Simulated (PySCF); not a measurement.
**Radial density of Cu (copper, neutral)**

revPBE, [Ar] 3d9 4s1 4p1, one real determinant (an excited configuration). Computed with PySCF 2.14 in def2-QZVPPD (11s6p5d4f2g, 100 functions), with no relativity, point nucleus.

```tsv
r (bohr)	4πr²ρ (e/bohr)	4πr²(ρα − ρβ)
0.000959	0.1818	0.0001
0.00161	0.4950	0.0002
0.00271	1.314	0.0005
0.00456	3.339	0.0012
0.00767	7.889	0.0028
0.0129	16.50	0.0058
0.0217	28.19	0.0092
0.0365	34.99	0.0091
0.0614	29.88	0.0066
0.103	30.62	0.0340
0.174	39.88	0.1336
0.292	22.54	0.4459
0.492	20.57	1.0728
0.827	17.35	0.8608
1.39	4.303	0.5863
2.34	1.186	0.7631
3.93	0.3813	0.3633
6.62	0.04994	0.0498
11.1	0.0009289	0.0009
```

⟨L²⟩ = 8.02 against 12 for a pure F term, so this real determinant mixes terms.
